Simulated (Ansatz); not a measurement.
CH7AlO2Si. Total charge 0; spin multiplicity 1. The bonds changed during the relaxation, so this is another structure than the one it started from. Geometry: relaxed with PBE0-D4/def2-TZVP. It is one conformer, not always the lowest.

```xyz
12

O    -1.142   -1.504   -0.007
C    -0.220   -0.499    0.075
O    -0.787    0.608    1.080
Al    0.815   -0.244    1.734
Si    0.255    0.296   -1.563
H    -1.839   -1.283   -0.640
H    -0.760    1.494    0.704
H     2.041    0.761    1.612
H     0.535   -1.146    3.001
H    -0.963    0.420   -2.422
H     1.250   -0.556   -2.256
H     0.815    1.653   -1.317
```

Task: What is the dipole moment at PBE/def2-TZVPP? (An estimate is asked.)

Result: Computed: 3.12 D, with components (-1.38, 1.63, -2.28) D in this frame, pointing from negative to positive charge.

Task: And with r2SCAN, B3LYP, ωB97M-V? (An estimate is asked.)

Result: The calculation gave: r2SCAN 3.20 D, B3LYP 3.18 D, ωB97M-V 3.21 D.

Task: Give the Mulliken charges with PBE, ωB97M-V, B3LYP in def2-TZVPP. (Best estimate.)

Result: Computed: 
| atom | PBE | ωB97M-V | B3LYP |
| --- | --- | --- | --- |
| O1 | -0.24 | -0.27 | -0.29 |
| C2 | 0.04 | -0.04 | 0.06 |
| O3 | -0.17 | -0.21 | -0.23 |
| Al4 | 0.28 | 0.33 | 0.38 |
| Si5 | 0.14 | 0.13 | 0.22 |
| H6 | 0.18 | 0.17 | 0.18 |
| H7 | 0.19 | 0.18 | 0.19 |
| H8 | -0.15 | -0.14 | -0.17 |
| H9 | -0.13 | -0.12 | -0.16 |
| H10 | -0.06 | -0.03 | -0.07 |
| H11 | -0.03 | -0.01 | -0.05 |
| H12 | -0.04 | -0.02 | -0.06 |

B3LYP here is the variant with VWN-RPA as its local correlation; programs differ in this.
